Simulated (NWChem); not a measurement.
System: SiH4O; SMILES O[SiH3]

Excerpt of the output:

```
             Northwest Computational Chemistry Package (NWChem) 7.3.0
             --------------------------------------------------------

                             Geometry "geometry" -> ""
                             -------------------------

 Output coordinates in angstroms (scale by  1.889725989 to convert to a.u.)

  No.       Tag          Charge          X              Y              Z
 ---- ---------------- ---------- -------------- -------------- --------------
    1 Si                  14.0000    -0.02003900    -0.49511700     0.00000000
    2 O                    8.0000    -0.07584900     1.16975200     0.00000000
    3 H                    1.0000     0.68228300    -1.03224200     1.20887300
    4 H                    1.0000    -1.43312700    -0.95941200     0.00000000
    5 H                    1.0000     0.68228300    -1.03224200    -1.20887300
    6 H                    1.0000     0.76643800     1.63266200     0.00000000

 Effective nuclear repulsion energy (a.u.)      64.1972102928

                              NWChem Property Module
                              ----------------------

                                 NWChem DFT Module
                                 -----------------

 Summary of "ao basis" -> "ao basis" (spherical)
 ------------------------------------------------------------------------------
       Tag                 Description            Shells   Functions and Types
 ---------------- ------------------------------  ------  ---------------------
 Si                        def2-svpd                10       24   5s3p2d
 O                         def2-svpd                 9       23   4s3p2d
 H                         def2-svpd                 4        8   2s2p

            General Information
            -------------------
          SCF calculation type: DFT
          Wavefunction type:  closed shell.
          No. of atoms     :     6
          No. of electrons :    26
           Alpha electrons :    13
            Beta electrons :    13
          Charge           :     0
          Spin multiplicity:     1
          Use of symmetry is: off; symmetry adaption is: off
          Maximum number of iterations: 150
          AO basis - number of functions:    79
                     number of shells:    35
          Convergence on energy requested:  1.00D-06
          Convergence on density requested:  1.00D-05
          Convergence on gradient requested:  5.00D-04

              XC Information
              --------------
                         B3LYP Method XC Potential
                     Hartree-Fock (Exact) Exchange  0.200
                        Slater Exchange Functional  0.800 local
                    Becke 1988 Exchange Functional  0.720 non-local
              Lee-Yang-Parr Correlation Functional  0.810
                  VWN I RPA Correlation Functional  0.190 local

             Grid Information
             ----------------
          Grid used for XC integration:  medium
          Radial quadrature: Mura-Knowles
          Angular quadrature: Lebedev.
          Tag              B.-S. Rad. Rad. Pts. Rad. Cut. Ang. Pts.
          ---              ---------- --------- --------- ---------
          Si                  1.10       88           9.0       590
          O                   0.60       49          10.0       434
          H                   0.35       45          10.0       434
          Grid pruning is: on
          Number of quadrature shells:   317
          Spatial weights used:  Erf1

      Superposition of Atomic Density Guess
      -------------------------------------

 Sum of atomic energies:        -365.43027122

      Non-variational initial energy
      ------------------------------

 Total energy =    -365.966460
 1-e energy   =    -632.530119
 2-e energy   =     202.366449
 HOMO         =      -0.390472
 LUMO         =       0.019417

   convergence    iter        energy       DeltaE   RMS-Dens  Diis-err
 ---------------- ----- ----------------- --------- --------- ---------
 d= 0,ls=0.0,diis     1   -366.9807040370 -4.31D+02  1.44D-02  4.35D-01
 d= 0,ls=0.0,diis     2   -366.9300077130  5.07D-02  7.46D-03  1.02D+00
 d= 0,ls=0.0,diis     3   -367.0289717424 -9.90D-02  1.06D-03  1.64D-02
 d= 0,ls=0.0,diis     4   -367.0305207051 -1.55D-03  2.96D-04  4.65D-04
 d= 0,ls=0.0,diis     5   -367.0305837470 -6.30D-05  5.80D-05  1.05D-05
  Resetting Diis
 d= 0,ls=0.0,diis     6   -367.0305852410 -1.49D-06  1.21D-05  4.48D-07
 d= 0,ls=0.0,diis     7   -367.0305853012 -6.02D-08  2.12D-06  6.30D-09

         Total DFT energy =     -367.030585301203
      One electron energy =     -634.367720583974
           Coulomb energy =      234.155184283194
    Exchange-Corr. energy =      -31.015259293263
 Nuclear repulsion energy =       64.197210292840

 Numeric. integr. density =       26.000005096243

                       DFT Final Molecular Orbital Analysis
                       ------------------------------------

 Vector   11  Occ=2.000000D+00  E=-3.856546D-01
              MO Center=  1.8D-01,  1.7D-01, -8.4D-09, r^2= 2.3D+00
   Bfn.  Coefficient  Atom+Function         Bfn.  Coefficient  Atom+Function
  ----- ------------  ---------------      ----- ------------  ---------------
    31      0.417233  2 O  pz                34      0.282245  2 O  pz
    11      0.247033  1 Si pz                48      0.213531  3 H  s
    64     -0.213531  5 H  s                 14      0.187684  1 Si pz
     8     -0.142211  1 Si pz                37      0.061445  2 O  pz
    49      0.058734  3 H  s                 65     -0.058734  5 H  s

 Vector   12  Occ=2.000000D+00  E=-3.368861D-01
              MO Center= -3.2D-01, -3.8D-01,  3.5D-09, r^2= 2.8D+00
   Bfn.  Coefficient  Atom+Function         Bfn.  Coefficient  Atom+Function
  ----- ------------  ---------------      ----- ------------  ---------------
    56      0.327183  4 H  s                 12     -0.273698  1 Si px
    29      0.261362  2 O  px                 9     -0.240719  1 Si px
    48     -0.194511  3 H  s                 64     -0.194511  5 H  s
    30     -0.162495  2 O  py                32      0.160286  2 O  px
    28     -0.143077  2 O  s                  6      0.134571  1 Si px

 Vector   13  Occ=2.000000D+00  E=-3.142114D-01
              MO Center=  2.5D-01,  3.4D-02,  3.4D-09, r^2= 2.7D+00
   Bfn.  Coefficient  Atom+Function         Bfn.  Coefficient  Atom+Function
  ----- ------------  ---------------      ----- ------------  ---------------
    31      0.454305  2 O  pz                34      0.322889  2 O  pz
    48     -0.262764  3 H  s                 64      0.262764  5 H  s
    14     -0.183515  1 Si pz                11     -0.169634  1 Si pz
    49     -0.098074  3 H  s                 65      0.098074  5 H  s
     8      0.093317  1 Si pz                16      0.088432  1 Si d -1

 Vector   14  Occ=0.000000D+00  E=-1.592150D-02
              MO Center=  5.9D-01,  4.5D-01,  1.1D-09, r^2= 5.5D+00
   Bfn.  Coefficient  Atom+Function         Bfn.  Coefficient  Atom+Function
  ----- ------------  ---------------      ----- ------------  ---------------
    28      1.125234  2 O  s                  4     -0.666958  1 Si s
     5      0.510137  1 Si s                 73     -0.470367  6 H  s
    35      0.313465  2 O  px                77      0.303618  6 H  px
    24      0.278436  1 Si d  2              36      0.277517  2 O  py
    26     -0.215108  2 O  s                 10      0.185905  1 Si py

 Vector   15  Occ=0.000000D+00  E= 2.142149D-02
              MO Center=  9.0D-02, -1.6D+00,  1.6D-10, r^2= 7.6D+00
   Bfn.  Coefficient  Atom+Function         Bfn.  Coefficient  Atom+Function
  ----- ------------  ---------------      ----- ------------  ---------------
     5     -3.906210  1 Si s                  4      3.732677  1 Si s
    28      1.768101  2 O  s                 13     -0.815886  1 Si py
    49     -0.636489  3 H  s                 65     -0.636489  5 H  s
    57     -0.442130  4 H  s                 73     -0.336752  6 H  s
    36     -0.285204  2 O  py                 2      0.221997  1 Si s

 Vector   16  Occ=0.000000D+00  E= 4.474893D-02
              MO Center=  4.5D-01, -4.9D-01,  1.5D-08, r^2= 5.3D+00
   Bfn.  Coefficient  Atom+Function         Bfn.  Coefficient  Atom+Function
  ----- ------------  ---------------      ----- ------------  ---------------
    22      0.756579  1 Si d  0              35     -0.534383  2 O  px
     4     -0.409397  1 Si s                 57      0.352275  4 H  s
    73      0.303795  6 H  s                 24     -0.235286  1 Si d  2
    12      0.233389  1 Si px                62      0.229602  4 H  py
    20      0.211597  1 Si d -2              17      0.166985  1 Si d  0

     Multipole analysis of the density
     ---------------------------------

     L   x y z        total         alpha         beta         nuclear
     -   - - -        -----         -----         ----         -------
     0   0 0 0     -0.000000    -13.000000    -13.000000     26.000000

     1   1 0 0      0.516695      0.437362      0.437362     -0.358029
     1   0 1 0     -0.004305     -0.980222     -0.980222      1.956139
     1   0 0 1      0.000000      0.000000      0.000000      0.000000

     2   2 0 0    -15.234377    -14.087862    -14.087862     12.941347
     2   1 1 0      2.222823     -0.043539     -0.043539      2.309900
     2   1 0 1     -0.000000     -0.000000     -0.000000      0.000000
     2   0 2 0    -15.536179    -43.649489    -43.649489     71.762799
     2   0 1 1      0.000000      0.000000      0.000000      0.000000
     2   0 0 2    -16.512283    -13.474802    -13.474802     10.437321

 *** CALLING NEW AORESP DRIVER FOR CLOSED AND OPEN SHELLS ***
 Entering AOResponse driver routine

--------------------------------------------------------------------------------

          -----------------------------------------------
          Solving response equations for perturbing field
          -----------------------------------------------

 number of frequencies:     1
 frequency in a.u.:  0.0000000E+00
 Perturbing field: electric
 Using El. Dipole Length Gauge

 Setting up CPKS with frequency omega =      0.00000000 a.u.

 STATIC response

                                NWChem CPHF Module
                                ------------------

  scftype          =     RHF
  nclosed          =       13
  nopen            =        0
  variables        =      858
  # of vectors     =        3
  tolerance        = 0.10D-03
  level shift      = 0.00D+00
  max iterations   =       50
  max subspace     =       30

 SCF residual:    1.1699920475425536E-004

Iterative solution of linear equations
  No. of variables      858
  No. of equations        3
  Maximum subspace       30
        Iterations       50
       Convergence  1.0D-04

   iter   nsub   residual    time
   ----  ------  --------  ---------
     1      3    1.54D+00       5.5
     2      6    1.60D+00       7.2
     3      9    3.09D-01       9.2
     4     12    6.45D-03      10.9
     5     15    2.34D-03      12.5
     6     18    1.61D-04      14.1
     7     21    9.61D-06      15.8

 Electric Dipole Response Matrix (nonzero elements):

              1        2        3
    1   33.6074   0.3062  -0.0000
    2    0.3062  34.4164  -0.0000
    3   -0.0000  -0.0000  33.1887

 ------------------------------------------
 average:        33.73751 + I       0.00000

 DFT Linear Response polarizability / au
 Frequency  =       0.0000000 / au
              X              Y              Z
 -----------------------------------------------
 X      33.6074187      0.3062425     -0.0000000
 Y       0.3062261     34.4163863     -0.0000000
 Z      -0.0000000     -0.0000000     33.1887130
 -----------------------------------------------
 Eigenvalues =      33.5045647     34.5192403     33.1887130
 Isotropic   =      33.7375060
 Anisotropic =       1.2040830
 -----------------------------------------------

 Magnetic Dipole Response Matrix (nonzero elements):

 Exiting AOResponse driver routine
```

Level: B3LYP/def2-SVPD. All runs use the structure optimised with PBE0/def2-SVP. B3LYP is NWChem's, with the RPA form of VWN correlation.

Task: Write an input that gives this output.

Result: Several could match; the one computed here: the input that was run:
```
start job
memory heap 200 mb stack 900 mb global 1100 mb
geometry units angstroms noautosym nocenter noautoz
  Si    -0.020039    -0.495117     0.000000
  O     -0.075849     1.169752     0.000000
  H      0.682283    -1.032242     1.208873
  H     -1.433127    -0.959412     0.000000
  H      0.682283    -1.032242    -1.208873
  H      0.766438     1.632662     0.000000
end
basis spherical
  * library def2-svpd
end
dft
  xc b3lyp
  iterations 150
end
property
  response 1 0.0
end
task dft property
```
